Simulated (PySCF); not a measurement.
## Radial density of Ce (cerium, neutral)

HSE06, [Xe] 4f1 5d1 6s2, one real determinant. Computed with PySCF 2.14 in x2c-TZVPPall (11s7p7d4f2g, 113 functions), with the spin-free X2C one-electron Hamiltonian (Gaussian nucleus).

```
r (bohr)  4πr²ρ (e/bohr)  4πr²(ρα − ρβ)
  0.0280           67.90         0.0001
  0.0470           77.48         0.0011
  0.0791           99.88         0.0075
   0.133           73.47         0.0301
   0.224           86.13         0.0952
   0.377           35.27         0.4470
   0.633           36.10         0.9644
    1.07           12.17         0.7210
    1.79           6.121         0.5371
    3.01           1.342         0.3203
    5.07          0.4739         0.0700
    8.53         0.02875        -0.0002
    14.3       9.524e-05         0.0000
```

Densities and radii are taken from the X2C orbitals without a picture-change correction, which distorts them close to the nucleus.

⟨L²⟩ = 18.36 against 30 for a pure H term, so this real determinant mixes terms. Spin-orbit coupling, absent here, splits the open shell strongly.
